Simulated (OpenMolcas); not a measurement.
## 5d³ along the 71-electron sequence

```yaml
Program: OpenMolcas
Method: SS-CASPT2, IPEA 0.25 Eh, imaginary shift 0.1 Eh
Basis: ANO-R2
Scalar_Hamiltonian: X2C, finite nucleus
Spin-orbit_coupling: RASSI with atomic mean-field integrals over the reference wave functions, term energies averaged over their components
```

Active space for each ion: 3 electrons in 10 orbitals (5d 6d); closed shells correlated by CASPT2: 5s 5p.

Computed levels in cm-1 above ⁴F_3/2:

| Level | Re4+ | Os5+ | Ir6+ | Pt7+ |
| --- | --- | --- | --- | --- |
| ⁴F_5/2 | 5020 | 6510 | 8190 | 10160 |
| ⁴F_7/2 | 9250 | 11640 | 14230 | 17140 |
| ⁴P_1/2 | 14450 | 16970 | 19540 | 22370 |
| ²G_7/2 | 19580 | 23340 | 27420 | 32010 |
| ²H_9/2 | 20690 | 24610 | 28930 | 33840 |
| ⁴P_5/2 | 21620 | 25390 | 29440 | 33950 |
| ²P_1/2 | 23960 | 29140 | 34420 | 40180 |
| ²H_11/2 | 28180 | 33080 | 38340 | 44160 |
| ²D_5/2(1) | 29790 | 35310 | 41080 | 47330 |
| weight of ⁴F in the lowest level (%) | 84 | 82 | 79 | 76 |

Mixed levels, with the weight of the term that names them: Re4+ ⁴P_1/2 (63 %), Re4+ ²H_9/2 (56 %), Re4+ ²P_1/2 (63 %), Os5+ ⁴P_1/2 (67 %), Os5+ ²H_9/2 (56 %), Os5+ ²P_1/2 (67 %), Ir6+ ⁴P_1/2 (68 %), Ir6+ ²H_9/2 (55 %), Ir6+ ²P_1/2 (68 %), Pt7+ ⁴P_1/2 (67 %), Pt7+ ²G_7/2 (74 %), Pt7+ ²H_9/2 (54 %), Pt7+ ²P_1/2 (67 %).

Measured, with the error of the calculation in %. Measured levels: Re4+ from the list in Brasseur, Gamrath and Quinet, At. Data Nucl. Data Tables 157, 101636 (2024); Os5+ from the list in Brasseur, Palmeri and Quinet, Atoms 13, 11 (2025).

```csv
Level,Re4+,Os5+
⁴F_5/2,4853 (+3.4),6397 (+1.8)
⁴F_7/2,8973 (+3.1),11444 (+1.7)
⁴P_1/2,14325 (+0.9),16772 (+1.2)
²G_7/2,19013 (+3.0),22920 (+1.8)
²H_9/2,19967 (+3.6),24028 (+2.4)
⁴P_5/2,20922 (+3.3),24828 (+2.3)
²P_1/2,23669 (+1.2),28860 (+1.0)
²H_11/2,27077 (+4.1),32156 (+2.9)
²D_5/2(1),28739 (+3.7),34418 (+2.6)
```

The fine-structure level ⁴F_7/2 changes by a factor of 1.85 from Re4+ to Pt7+. Its fourth root runs 9.81, 10.39, 10.92, 11.44, with steps per unit of Z of 0.58, 0.54, 0.52; equal steps would mean a (Z - σ)^4 law with constant σ.

⁴P_1/2 changes by a factor of 1.55 over the same range, with steps per unit of Z of +2520, +2570, +2830 cm-1.

Term energies are means over components that CASPT2 splits; among the terms shown or strongly mixed into the levels shown the widest spread is 450 cm-1 (5d³ ⁴F, Os5+). Active for correlation alone: 6d; no level in the range computed is led by a configuration that fills it, so any true level of that kind is missing. Measured partners are found by configuration, term and J. A level has none where our copy of the source lacks it or the pairing is in doubt (some pairs that miss far off the trend of their configuration count as doubtful), and it then counts in no deviation. Only configurations of the active space appear.

A number in round brackets counts repeated terms of one configuration in the order of the reference energies.
